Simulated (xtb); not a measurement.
3-fluoro-2-(4-fluorothiophen-2-yl)thiophene (C₈H₄F₂S₂), SMILES c1(sccc1F)-c1cc(F)cs1. All values are semi-empirical tight-binding results from xtb (GFN2-xTB unless named), good for trends rather than for accurate numbers. Coordinates come from a GFN2-xTB optimisation. One conformer was computed; it need not be the lowest.

Optimised geometry:

```xyz
16

F     -3.6218     0.9609     1.4408
C     -2.6577     0.5053     0.6288
C     -2.9174    -0.0423    -0.5897
S     -1.4639    -0.5183    -1.3629
C     -0.5047     0.0323    -0.0173
C      0.9206    -0.0905    -0.0369
S      1.7709    -0.7789    -1.3858
C      3.2910    -0.5486    -0.6215
C      3.1741     0.0249     0.6043
C      1.8290     0.2812     0.9278
F      1.4737     0.8456     2.0923
C     -1.2946     0.5571     0.9733
H     -3.8666    -0.1871    -1.0631
H      4.1852    -0.8523    -1.1270
H      3.9928     0.2604     1.2582
H     -0.9319     0.9602     1.8996
```

**Question.** Estimate the properties. (An estimate is asked for; the answer gives what the named calculation found.)

**Answer.** 
| Quantity | Result |
|---|---|
| point group as xtb finds it | Cs |
| orbital gap | 2.62 eV |
| zero-point energy | 59.6 kcal/mol |
| G − E(el) at 298.15 K (modified RRHO) | 36.5 kcal/mol |
| static polarisability (D4 model) | 125.9 bohr³ |
| solvation energy, GFN2-xTB/ALPB(water) | -1.2 kcal/mol |
| solvation energy, GFN2-xTB/ALPB(thf) | -9.9 kcal/mol |

**Question.** Give the atomic charges and the Wiberg bond orders between heavy atoms. (An estimate is asked for; the answer gives what the named calculation found.)

**Answer.** charges (e) F1 -0.22, C2 0.16, C3 -0.05, S4 0.01, C5 0.02, C6 0.00, S7 0.02, C8 -0.02, C9 -0.06, C10 0.15, F11 -0.21, C12 -0.07, H13 0.07, H14 0.07, H15 0.07, H16 0.08. Bond orders F1–C2 0.96, C2–C3 1.54, C3–S4 1.20, S4–C5 1.14, C5–C6 1.15, C6–S7 1.14, S7–C8 1.20, C8–C9 1.60, C6–C10 1.45, C9–C10 1.27, C10–F11 0.96, C2–C12 1.27, C5–C12 1.51.
